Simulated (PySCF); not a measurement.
# Correlation energy of Br (bromine, neutral)

[Ar] 3d10 4s1 4p5 5s1, high-spin 4P determinant (an excited configuration). Computed with PySCF 2.14 in aug-cc-pVQZ-PP with one added diffuse shell each of s, p, d, f, g type with ECP10MDF (8s7p6d4f3g, 114 functions), with scalar relativity through the core potential. Frozen: 3s2 3p6 3d10; 7 electrons correlated.

MP2 pair energies summed by pair of shells (mhartree):

| pair | energy | share (%) |
| --- | --- | --- |
| 4p-5s | -146.40 | 48.3 |
| 4p-4p | -137.52 | 45.4 |
| 4s-4p | -18.66 | 6.2 |
| 4s-5s | -0.22 | 0.1 |

Total MP2 correlation energy: -302.79 mhartree.

Same-spin part -34.36 and opposite-spin part -268.43 mhartree; SCS-MP2 scales them by 1/3 and 6/5 to -333.57 mhartree.
